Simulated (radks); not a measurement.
The thulium ion Tm2+ is in [Xe] 4f13. Calculated with a radial shooting solver on a logarithmic mesh with Libxc functionals: non-relativistic Kohn-Sham, PBE, spin-polarised, spherical densities, point nucleus. Open shells are filled with parallel spins first. One electron is removed from 5p, 4d, 5s, 4f in turn, with full relaxation. Which removal costs least, and what does each cost?

Answer. 4f 30.094 eV; 5p 45.868 eV; 5s 65.498 eV; 4d 196.59 eV. The 4f electron leaves first.
